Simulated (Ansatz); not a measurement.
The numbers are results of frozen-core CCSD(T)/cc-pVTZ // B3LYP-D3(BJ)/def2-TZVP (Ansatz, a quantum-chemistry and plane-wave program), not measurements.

Ansatz 0.2 input:
```yaml
crystal:
  periodic: [false, false, false]
  atoms:
    - { symbol: B, position_ang: [0.00001, -0.000001, -0.000194] }
    - { symbol: H, position_ang: [-0.88344, -0.795105, -0.039738] }
    - { symbol: H, position_ang: [-0.246151, 1.163406, -0.011397] }
    - { symbol: H, position_ang: [1.12958, -0.368301, 0.051328] }
basis:
  gaussian: { orbitals: cc-pVTZ }
correlation:
  method: ccsd_t
```

Output:

```
Functional definition: HF
397 factors; integrals over basis functions are off by at most 1.3e-3 eV
mean field evaluation 1: about -717.9659 eV, gradient 9.8e0 eV
mean field evaluation 2: about -717.9649 eV, gradient 9.8e0 eV
mean field evaluation 4: about -718.3847 eV, gradient 1.5e-1 eV
mean field evaluation 8: about -718.3847 eV, gradient 1.6e-4 eV
mean field -718.38472446 eV, -26.4001516854 hartree, gradient 3.7e-7 eV, S^2 0.000000; 0 other end points of the search recorded, 0 dependent functions left out
1 core orbitals not correlated
reference -718.38472446 eV, -26.4001516854 hartree; 3, 3 occupied and 68, 68 virtual orbitals, 397 factors
second order -3.08435652 eV of doubles, -0.00000000 eV of singles
cycle   1  -3.52149483 eV  change   -4.4e-1 eV  update   4.2e-2
cycle   2  -3.67136309 eV  change   -1.5e-1 eV  update   1.3e-2
cycle   3  -3.67524590 eV  change   -3.9e-3 eV  update   2.2e-3
cycle   4  -3.67486266 eV  change    3.8e-4 eV  update   5.0e-4
cycle   5  -3.67469672 eV  change    1.7e-4 eV  update   1.4e-4
cycle   6  -3.67470558 eV  change   -8.9e-6 eV  update   3.8e-5
cycle   7  -3.67471092 eV  change   -5.3e-6 eV  update   1.1e-5
cycle   8  -3.67471056 eV  change    3.6e-7 eV  update   2.8e-6
perturbative correction -0.06870144 eV, -0.0025247313 hartree
Total energy: -722.12813647 eV, -26.5377195391 hartree
```

Cost: roughly 0.8 core-seconds.
